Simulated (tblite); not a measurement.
C3H10N2Si.
Structure used (GFN2-xTB), in Å, numbered top down from 1:
```
atom  x, y, z in Å
C1     2.9508    0.4791   -0.5509
N2     1.7773    0.6735   -0.1852
Si3    0.7213   -0.2249    0.8485
N4    -0.7661   -0.2346   -0.0083
C5    -1.2021    0.8696   -0.8271
C6    -1.8669   -1.0257    0.4722
H7     3.5564   -0.3935   -0.2844
H8     3.4421    1.2143   -1.1853
H9     0.7758    0.5336    2.1101
H10    1.0415   -1.6349    1.0985
H11   -1.7348    0.4920   -1.7057
H12   -1.8820    1.5337   -0.2785
H13   -0.3380    1.4404   -1.1523
H14   -1.4930   -1.8727    1.0412
H15   -2.4566   -1.3988   -0.3711
H16   -2.5333   -0.4422    1.1212
```

Calculated harmonic vibrations of the isolated species, GFN2-xTB (tblite), most abundant isotopes, no scaling. Errors from tens to a few hundred cm⁻¹ against measured bands are possible. Modes of hydrogen on silicon can be 10 to 20 % off. One conformer, not necessarily the lowest.

Harmonic wavenumbers (cm⁻¹): 48.1, 66.8, 134.2, 167.2, 205.8, 249.6, 270.6, 299.7, 383.4, 431.3, 552.2, 607.2, 688.1, 731.7, 804.5, 811.9, 1004.5, 1044.8, 1058.4, 1092.5, 1127.7, 1148.6, 1211.5, 1312.7, 1412.6, 1426.8, 1459.2, 1479.2, 1489.7, 1501.6, 1511.9, 1781.7, 2155.1, 2215.1, 2854.0, 2877.2, 2886.6, 2936.8, 2941.8, 2960.0, 3034.8, 3053.7.

A = 5899, B = 1726, C = 1438 MHz; mass 102.061 u (most abundant isotopes); point group C1, symmetry number 1.

**Question.** Zero-point energy?

**Answer.** ½Σν̃ = 27715 cm⁻¹ = 331.55 kJ/mol.

**Question.** What is S at 350 K and 1 bar for an ideal gas of classical rigid rotors and harmonic oscillators?

**Answer.** Translation 169.88, rotation 117.01, vibration 126.07: S = 412.9 J/(mol K).

**Question.** And Cp and H(350 K) − H(0)?

**Answer.** Cp = 155.83 J/(mol K), of which vibrations give 122.57 (their classical limit is 42 R = 349.2); H(350 K) − H(0) = 34.38 kJ/mol without the zero-point energy, 22.73 from vibrations.

**Question.** Blend soft modes into free rotors: weight 1/[1 + (100 cm⁻¹/ν̃)⁴] for the oscillator and the rest for a rotor with moment μB/(μ + B), μ = h/(8π²ν), B = 10⁻⁴⁴ kg m². What vibrational entropy results?

**Answer.** 115.67 J/(mol K) in place of 126.07, which changes −T·S at 350 K by +3.64 kJ/mol.

**Question.** Which modes carry the vibrational entropy at 350 K?

**Answer.** 48.1 cm⁻¹: 21.80; 66.8 cm⁻¹: 19.09; 134.2 cm⁻¹: 13.36; 167.2 cm⁻¹: 11.59; 205.8 cm⁻¹: 9.95; 249.6 cm⁻¹: 8.46 J/(mol K); the other 36 give 41.81 together.

Hindered rotation and anharmonicity are outside this model. Other conformers, if any are populated, would add a mixing term that is left out. The structure is chiral; the term R ln 2 for an equal mix with its mirror image is left out.

On AMD EPYC, one thread, shared host, this took 1.7 s wall, 1.5 s CPU. This covers the Hessian and the dipole derivatives.
